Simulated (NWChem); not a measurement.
HSOF2 cation; SMILES [OH+]=S(F)F

```xyz
5

O      0.1806     1.4375     0.0000
S     -0.4532     0.0440     0.0000
F      0.2769    -0.6870    -1.1597
F      0.2769    -0.6870     1.1597
H      1.1618     1.5528     0.0000
```
Atoms are numbered in this order, from 1.

Computed with NWChem. Geometry: optimised at PBE0/def2-SVP. GIAO values for the isolated, static molecule; σ is the absolute isotropic shielding, δ = σ(reference) − σ with the isolated reference molecule computed at the same levels (19F: trichlorofluoromethane, 1H: tetramethylsilane, 17O: water).

For level LDA (Slater exchange, VWN5)/pcSseg-1:

- δ O1 (ppm): 232.6
- σ S2 (ppm): -110.3
- δ F3 (ppm): 61.9

Q: Estimate the same quantities for level BHandHLYP/pcSseg-1.

A: 
| Property | Result |
|---|---|
| δ O1 (ppm) | 190.5 |
| σ S2 (ppm) | -50.4 |
| δ F3 (ppm) | 60.1 |
